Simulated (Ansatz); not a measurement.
Frontier orbitals of Cl$_{2}$FNbO, SMILES `[O]=[Nb]([F])([Cl])[Cl]`.

The species carries charge 0 and has multiplicity 1. Correlated methods include outer-core shells of Nb, which these sets cover unevenly. Nb takes the def2 core potential. The structure was optimised at the PBE0-D4/def2-TZVP level. Basis def2-TZVPP, Ansatz 0.2.0.

```tsv
functional	HOMO (eV)	LUMO (eV)	gap (eV)
PBE	-8.38	-3.78	4.60
revPBE	-8.31	-3.68	4.63
BLYP	-8.22	-3.67	4.55
B97M-V	-8.83	-3.68	5.15
PBE0	-9.85	-3.06	6.79
HSE06 (plane-wave form)	-9.45	-3.44	6.01
ωB97M-V	-12.07	-0.94	11.13
HF	-13.26	0.50	13.76
```

From PBE to PBE0 the HOMO moves by −1.47 eV and the LUMO by +0.72 eV, and with ωB97M-V by −3.69 and +2.83 eV, so the gap grows from 4.61 to 11.13 eV with exact exchange.
